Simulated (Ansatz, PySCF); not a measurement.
C2H3BO2, SMILES C#CB(O)O.

The structure is a stationary point at PBE0-D3(BJ)/def2-SVP. One conformer was computed; it need not be the lowest.

Vertical ionisation energy (IE) and electron affinity (EA) in eV. Rows of orbital energies are one-electron estimates. Where ΔSCF, EOM or ADC give a negative EA the extra electron is unbound and the value depends on the basis.

```
level                                                                   IE     EA
-------------------------------------------------------------------  -----  -----
−ε(HOMO), −ε(LUMO), M06-2X/def2-TZVP (PySCF)                          9.78  -0.26
ΔSCF, PBE0/def2-SVPD (Ansatz), final states of multiplicity 2 and 2  11.00  -1.01
```

**Question.** What vertical singlet–triplet gap does ΔSCF give with PBE0/def2-SVPD (Ansatz, a first-principles code)? (An estimate is asked for; the answer gives what the named calculation found.)

**Answer.** 4.84 eV (triplet above singlet where positive).
